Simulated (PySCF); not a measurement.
C₅H₃ClO₂.
SMILES: `O=C(Cl)c1ccco1`

Torsions of this conformer, `[O:1]=[C:2]([Cl:3])[c:4]1[cH:5][cH:6][cH:7][o:8]1`: O1–C2–C4–C5 0°.

The closed-shell ground state was solved at several levels (PySCF, density fitting, gas phase, non-relativistic). One conformer (not necessarily the lowest) at the PBE0-D3(BJ)/def2-SVP geometry, without solvent, vibrations or thermal averaging.

```json
{"level": "PBE0/cc-pVDZ", "basis functions": "131", "HOMO (eV)": "-7.44", "LUMO (eV)": "-1.88", "gap (eV)": "5.56", "dipole (D)": "4.11"}
{"level": "PBE0/def2-TZVP", "basis functions": "272", "HOMO (eV)": "-7.54", "LUMO (eV)": "-2.09", "gap (eV)": "5.45", "dipole (D)": "4.21"}
{"level": "PBE0/aug-cc-pVDZ", "basis functions": "215", "HOMO (eV)": "-7.57", "LUMO (eV)": "-2.15", "gap (eV)": "5.42", "dipole (D)": "4.27"}
{"level": "PBE0/IGLO-III", "basis functions": "319", "HOMO (eV)": "-7.54", "LUMO (eV)": "-2.11", "gap (eV)": "5.43", "dipole (D)": "4.16"}
{"level": "PBE0/def2-SVP", "basis functions": "131", "HOMO (eV)": "-7.55", "LUMO (eV)": "-1.95", "gap (eV)": "5.60", "dipole (D)": "4.07"}
```

Estimate the row for PBE0/cc-pVTZ, a basis of 286 functions; the other rows only guide the guess.

HOMO -7.52 eV, LUMO -2.04 eV, gap 5.48 eV, dipole 4.19 D.

How much does the basis alone move the frontier levels among the 6 PBE0 rows (the withheld one included)?

The HOMO by 0.13 eV and the LUMO by 0.27 eV. By rising basis size (HOMO, LUMO in eV): cc-pVDZ -7.44, -1.88; def2-SVP -7.55, -1.95; aug-cc-pVDZ -7.57, -2.15; def2-TZVP -7.54, -2.09; cc-pVTZ -7.52, -2.04; IGLO-III -7.54, -2.11.

How far do the dipole and the HOMO energy spread over the levels?

The dipole runs from 4.07 to 4.27 D (mean 4.17 D) and the HOMO from -7.57 to -7.44 eV.
